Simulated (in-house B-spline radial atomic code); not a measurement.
**Ionising Fe⁶⁺ with different functionals**

Computed with an all-electron radial atomic-structure program (B-spline basis): non-relativistic Hamiltonian, point nucleus, spin-polarised at highest spin, spherical fractional occupations for the functionals, the average over the highest-spin determinants for Hartree-Fock. The ionisation energy is the difference of two self-consistent energies, [Ar] 3d2 → [Ar] 3d1, without Breit or QED terms; ε is the level of the shell that loses the electron (its least bound occupied spin orbital).

Hybrids are left out here: with spherical fractional occupations of an open shell their exact exchange keeps a self-interaction that integer-occupation calculations don't have.

| method | rung | ΔSCF (eV) | -ε(3d) (eV) |
| --- | --- | --- | --- |
| Hartree-Fock | Hartree-Fock | 123.70 | 125.22 |
| LDA VWN5 | LDA | 125.31 | 112.46 |
| LDA PW92 | LDA | 125.29 | 112.44 |
| LDA exchange-only | LDA | 123.42 | 110.64 |
| PBE | GGA | 125.03 | 112.20 |
| PBEsol | GGA | 124.99 | 112.17 |
| BLYP | GGA | 124.98 | 112.14 |
| RPBE | GGA | 124.96 | 112.14 |
| PW91 | GGA | 125.19 | 112.35 |
| BP86 | GGA | 125.07 | 112.24 |
| AM05 | GGA | 125.03 | 112.20 |
| OLYP | GGA | 125.61 | 112.79 |
| TPSS | meta-GGA | 124.83 | 112.04 |
| SCAN | meta-GGA | 124.77 | 112.15 |
| r2SCAN | meta-GGA | 124.83 | 112.21 |
| M06-L | meta-GGA | 124.68 | 112.05 |
| revTPSS | meta-GGA | 124.67 | 111.90 |

Task: How do they compare with the NIST value?

Result: NIST lists 124.967 eV ± 0.0025 (measured, ground level to ground level). Errors run from -1.55 to +0.64 eV; RPBE is closest (-0.01 eV), though others lie within the uncertainty of it, and part of that can be cancellation, since the calculations leave out relativity, Breit-QED terms, multiplet and fine-structure energies. Hartree-Fock also lacks correlation.
